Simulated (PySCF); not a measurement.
C₃H₁₀FSi₂ (doublet state).
Atom-mapped SMILES: `[CH3:1][SiH:2][CH2:3][C@@H:4]([F:5])[SiH3:6]` (hydrogens: H7, H8, H9 on C1; H10 on Si2; H11, H12 on C3; H13 on C4; H14, H15, H16 on Si6)

Structure used (GFN2-xTB), in Å, numbered top down from 1:
```xyz
16
C3H10FSi2 angstrom
C     -2.742    0.006    0.409
Si    -1.481   -1.302   -0.150
C      0.204   -0.499   -0.554
C      0.811    0.187    0.665
F      0.864   -0.726    1.721
Si     2.585    0.867    0.376
H     -3.735   -0.423    0.496
H     -2.476    0.412    1.385
H     -2.801    0.836   -0.290
H     -1.354   -2.398    0.810
H      0.898   -1.257   -0.917
H      0.109    0.251   -1.340
H      0.135    0.976    1.018
H      3.416   -0.244   -0.083
H      3.091    1.419    1.630
H      2.468    1.903   -0.651
```

The hyperfine couplings belong to this conformer and change with its torsions.

Method: UKS B3LYP, pcH-1 on C F H Si, non-relativistic, mean-field spin-orbit, GIAO (PySCF). Geometry: GFN2-xTB, one conformer, isolated molecule. Couplings are sensitive to structure, and on GFN2-xTB geometries they can be far from those on DFT ones, by a factor of two or more for some ions and for spin on atoms past the first row. No stability test was run, so a lower SCF solution isn't excluded.

(1) Break the g tensor into its mass correction, gauge correction and orbital-Zeeman/spin–orbit terms.

(2) What effective moment and Curie constant follow for a powder?

(3) How much does each term add to the isotropic shift?

(4) In a frozen sample, at which fields do the three g values resonate at 9.5, 34, 94 and 263 GHz (hyperfine left aside), and which band first spreads them over more than twice a line width of 1.0 mT?

Results:

(1) 
```
                    Δg (ppm)     1     2     3
relativistic mass correction  -135  -135  -135
            gauge correction     9    82    87
   orbital Zeeman/spin–orbit  -105  1927  1950
                       total  -231  1874  1902
```

So g = 2.00209, 2.00419, 2.00422 and g_iso = 2.00350; the tensor is close to axial: the two nearest values differ by 1 % of g3 − g1. 

(2) With the mean of g² = 4.0140 and S(S+1) = 0.75: μ_eff = √(⟨g²⟩S(S+1)) = 1.735 μB and χT = 0.12505·⟨g²⟩·S(S+1) = 0.376 cm³ K/mol (cgs; spin-Hamiltonian part alone).

(3) The orbital-Zeeman/spin–orbit term 1257, the mass correction -135 and the gauge correction 59 ppm, for a total of 1182 ppm. The orbital-Zeeman/spin–orbit term is the largest in size. The mass correction is the same along every axis, so the anisotropy comes from the other two: their spans along these axes are 78 (gauge) and 2054 ppm (orbital Zeeman/spin–orbit).

(4) 
```
band    GHz  B(g3) mT  B(g2) mT  B(g1) mT  spread mT
   X    9.5    338.66    338.67    339.02       0.36
   Q   34.0   1212.05   1212.07   1213.34       1.29
   W   94.0   3350.97   3351.02   3354.54       3.57
   J  263.0   9375.59   9375.72   9385.58       9.99
```

The spread grows in proportion to the frequency. W band is the first where it exceeds 2.0 mT.

The largest Mulliken spin population is on Si2 (+0.97). The angles at Si2 add up to 335.5°, so it is pyramidal.

The HOMO–LUMO gaps are 5.56 eV among the α and 5.49 eV among the β orbitals.
